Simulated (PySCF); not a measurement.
# Correlation energy of Se²⁺ (selenium, charge +2)

[Ar] 3d10 4s2 4p2, high-spin 3P determinant. Calculation: PySCF 2.14, in def2-QZVPPD (12s8p5d4f1g, 98 functions); the non-relativistic Hamiltonian (point nucleus). Frozen: [Ne]; 22 electrons correlated.

MP2 pair energies summed by pair of shells (mhartree):

```tsv
pair	energy	share (%)
3d-3d	-319.41	46.2
3p-3d	-124.02	17.9
3d-4s	-44.53	6.4
3p-3p	-43.59	6.3
4s-4p	-38.98	5.6
3s-3d	-35.84	5.2
3d-4p	-30.32	4.4
4s-4s	-16.90	2.4
3s-3p	-14.96	2.2
3p-4s	-7.65	1.1
4p-4p	-5.87	0.8
3p-4p	-4.70	0.7
3s-3s	-3.25	0.5
3s-4s	-1.17	0.2
3s-4p	-0.84	0.1
```

Total MP2 correlation energy: -692.04 mhartree.

Same-spin part -232.66 and opposite-spin part -459.39 mhartree; SCS-MP2 scales them by 1/3 and 6/5 to -628.82 mhartree.

This basis was not built for core-valence correlation, so the inner-shell part is incomplete.
